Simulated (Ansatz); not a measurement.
Ideal-gas functions of `[F][Ge]([F])([Cl])[I]` at 800 K and 1 bar, from an Ansatz frequency run at PBE0-D4/def2-TZVP.

Molar mass 272.96 g/mol, point group Cs (symmetry number 1), electronic degeneracy 1, moments of inertia 210.439, 644.592, 714.628 u Å². Harmonic wavenumbers (cm⁻¹, unscaled): 104, 139, 180, 198, 232, 295, 460, 732, 751.

Use S(trans) = R[1.5 ln M + 2.5 ln T − 1.1517]; rotational temperatures θ = 24.2544 K / I; S(rot) = R[ln(√π/σ · √(T³/θAθBθC)) + 1.5]; for each mode x = 1.438777 ν̃/T, S = R[x/(eˣ − 1) − ln(1 − e⁻ˣ)] and H = RT x/(eˣ − 1); 1 cm⁻¹ = 0.0119627 kJ/mol; R = 8.31446 J/(mol·K).

Task: By hand: the entropy, in J/(mol·K).

Result: Translation 199.3. Rotation: θ = 0.1153, 0.0376, 0.0339 K, giving 137.3. Vibration, mode by mode: 22.27, 19.86, 17.73, 16.94, 15.64, 13.68, 10.12, 6.60, 6.42, in all 129.3. Electronic 0.0. Sum 465.9 J/(mol·K).

Task: By hand: H − E and G − E in kJ/mol, counted from the electronic energy.

Result: Zero-point energy ½ × 3091 × 0.0119627 = 18.5; thermal vibration 44.1; translation, rotation and pV give 4 RT = 26.6. H − E = 89.2 kJ/mol, and G − E = 89.2 − 800 × 465.9/1000 = -283.5 kJ/mol.

Vibration gives 28 % of the entropy, 42.1 J/(mol·K) of it from the modes under 150 cm⁻¹: soft modes count most, and the harmonic formula is weakest for them.
